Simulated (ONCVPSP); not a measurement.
# Ranking ONCV potentials for manganese (Mn)

All share these settings but for the change named:

ONCVPSP 4.0.1 input, shortened (lines: element, Z, core and valence counts, functional; n l f; lmax; l rc ep ncon nbas qcut; lloc lpopt rc5 dvloc0; l nproj debl; icmod fcfact rcfact), Wu-Cohen, fully relativistic:

```
  Mn 25.00    3    4  -118130      upf
    1    0    2.00
    2    0    2.00
    2    1    6.00
    3    0    2.00
    3    1    6.00
    3    2    5.00
    4    0    2.00
    2
    0    1.30    0.00    3    7   10.60
    1    1.25    0.00    5    8   10.50
    2    2.00    0.00    5    9    9.50
    4    5    1.25    0.00
    0    3    0.90
    1    2    3.60
    2    2    1.80
    1    0.70    0.00
```

Open shells are filled in proportion to 2j + 1.

Test errors are all-electron minus pseudo excitation energies from the reference, over 3s2 3p6 3d5 4s1; 3s2 3p6 3d5 4s0; 3s2 3p6 3d4 4s0; 3s2 3p6 3d3 4s0. None of these files shows a bound ghost.

The base gives 617.7 meV.

Of 8 variants that were run, those that failed, showed a ghost or another fault, or gave nearly equal values are left out.

(1) Rank these variants by their largest absolute test error, smallest first.
A. all radii but the core radius scaled by about 1.13 (s 1.48, p 1.42, d 2.26 bohr); local potential polynomial inside 1.42 bohr (lpopt 5, dvloc0 0 Ha)
B. all radii but the core radius scaled by about 0.87 (s 1.12, p 1.08, d 1.74 bohr); local potential polynomial inside 1.08 bohr (lpopt 5, dvloc0 0 Ha)
C. all radii but the core radius scaled by about 1.23 (s 1.60, p 1.54, d 2.46 bohr); local potential polynomial inside 1.54 bohr (lpopt 5, dvloc0 0 Ha)
D. all radii but the core radius scaled by about 1.33 (s 1.72, p 1.66, d 2.66 bohr); local potential polynomial inside 1.66 bohr (lpopt 5, dvloc0 0 Ha)
E. all radii but the core radius scaled by about 0.80 (s 1.04, p 1.00, d 1.60 bohr); local potential polynomial inside 1.00 bohr (lpopt 5, dvloc0 0 Ha)

Results:

(1) E (280.3 meV), B (378.2 meV), D (533.3 meV), A (941.5 meV), C (1074.8 meV).
